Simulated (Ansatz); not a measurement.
Abstraction of Br: BBrF2 + SiH3(SiH2) → BF2 + SiH2(SiH3)Br

Species: BBrF2 `FB(F)Br`, singlet; SiH3(SiH2), doublet; BF2 `F[B]F`, doublet; SiH2(SiH3)Br, singlet. A radical takes Br: the energy is the difference in strength between the B–Br bond broken and the Si–Br bond made.

Shapes, held fixed at every level: PBE0-D4/def2-TZVP. Programs: Ansatz 0.2.0. The zero-point and thermal change to 298 K, harmonic and unscaled (PBE0-D4/def2-TZVP), is +1.1 kJ/mol.

```csv
level,kind,ΔH(298 K) (kJ/mol),less CCSD(T)/def2-TZVPP
MP2/def2-TZVPP,perturbation theory,+56.7,-6.8
HF/def2-SVP,Hartree–Fock,+61.6,-1.9
SPW92/def2-TZVPP,LDA,+71.7,+8.2
r2SCAN-D4/def2-TZVPP,meta-GGA,+58.7,-4.8
CCSD(T)/def2-SVP,coupled cluster or CI,+81.9,+18.4
CCSD/def2-SVP,coupled cluster or CI,+81.0,+17.5
CCSD/def2-TZVPP,coupled cluster or CI,+62.8,-0.7
CCSD(T)/def2-TZVPP,coupled cluster or CI,+63.5,0.0
```

The highest level, CCSD(T)/def2-TZVPP, gives ΔH(298 K) = +63.5 kJ/mol; the levels span +56.7 to +81.9. The column of differences is taken from that level and isn't an error. No measured value is set beside it here. Open shells run unrestricted. Relativity is left out for Br. Outer-core shells of Br are correlated, in sets that cover them unevenly.
